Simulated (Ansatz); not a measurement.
`[NH2][InH2]` + `C[C](=O)[GeH2][F]` → `C[C](=O)[InH2]` + `[NH2][GeH2][F]`  (redistribution)

Computed with Ansatz on PBE0-D4/def2-TZVP structures; ΔE is electronic, products minus reactants. CCSD(T)/CBS adds triple-zeta CCSD(T) − MP2 to the extrapolated MP2 energy (def2 sets, frozen cores). DFT in def2-TZVPP. HSE06 is defined as in plane-wave codes. def2 core potentials past Kr. For Ge, In outer-core shells are correlated without core-valence functions, which leaves a few kJ/mol of doubt a bond. Scalar relativity is left out up to krypton. One conformer a species, not always the lowest.

```tsv
level	ΔE (kJ/mol)	difference from CCSD(T)/CBS
revPBE-D4	2.7	-2.2
BLYP-D4	4.5	-0.4
ωB97X-V	4.1	-0.8
HSE06	1.3	-3.6
RPA@PBE/def2-TZVPP	1.3	-3.6
CCSD(T)/def2-SVP	-0.8	-5.7
HF/def2-TZVPP	-4.0	-8.9
CCSD/def2-TZVPP	1.3	-3.6
MP2/def2-QZVPP	5.0	0.1
CCSD/CBS(def2)	4.8	-0.1
CCSD(T)/CBS	4.9	0
```

Largest T1 diagnostic among the species: 0.018.

In def2-TZVPP, CCSD(T) changes the Hartree–Fock value by +5.4 kJ/mol (the triples alone add +0.1 kJ/mol) and MP2 by +6.9 kJ/mol. Leaving LDA and LC-ωPBE aside and taking each functional with its dispersion term where it has one, the values, not all of them listed here, spread over 3.8 kJ/mol, from PBE-QIDH to CAM-B3LYP-D4.
